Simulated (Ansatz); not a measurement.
Ideal-gas functions of AlFH$_{4}$SSi (`F[SiH2][S][AlH2]`) at 298.15 K and 1 bar, from an Ansatz frequency run at PBE0-D4/def2-TZVP.

Molar mass 110.16 g/mol, point group C1 (symmetry number 1), electronic degeneracy 1, moments of inertia 87.722, 248.557, 298.906 u Å². Harmonic wavenumbers (cm⁻¹, unscaled): 41, 133, 170, 253, 463, 477, 539, 583, 630, 739, 761, 869, 907, 956, 1948, 1968, 2254, 2265.

Use S(trans) = R[1.5 ln M + 2.5 ln T − 1.1517]; rotational temperatures θ = 24.2544 K / I; S(rot) = R[ln(√π/σ · √(T³/θAθBθC)) + 1.5]; for each mode x = 1.438777 ν̃/T, S = R[x/(eˣ − 1) − ln(1 − e⁻ˣ)] and H = RT x/(eˣ − 1); 1 cm⁻¹ = 0.0119627 kJ/mol; R = 8.31446 J/(mol·K).

Q: By hand: the entropy, in J/(mol·K).

A: Translation 167.5. Rotation: θ = 0.2765, 0.0976, 0.0811 K, giving 113.8. Vibration, mode by mode: 21.80, 12.14, 10.19, 7.15, 3.17, 3.00, 2.37, 2.01, 1.68, 1.10, 1.01, 0.66, 0.57, 0.47, 0.01, 0.01, 0.00, 0.00, in all 67.3. Electronic 0.0. Sum 348.6 J/(mol·K).

Q: By hand: H − E and G − E in kJ/mol, counted from the electronic energy.

A: Zero-point energy ½ × 15956 × 0.0119627 = 95.4; thermal vibration 10.4; translation, rotation and pV give 4 RT = 9.9. H − E = 115.7 kJ/mol, and G − E = 115.7 − 298.15 × 348.6/1000 = 11.8 kJ/mol.

Vibration gives 19 % of the entropy, 33.9 J/(mol·K) of it from the modes under 150 cm⁻¹: soft modes count most, and the harmonic formula is weakest for them. The sum counts one conformer and one mirror image; others add a mixing term.
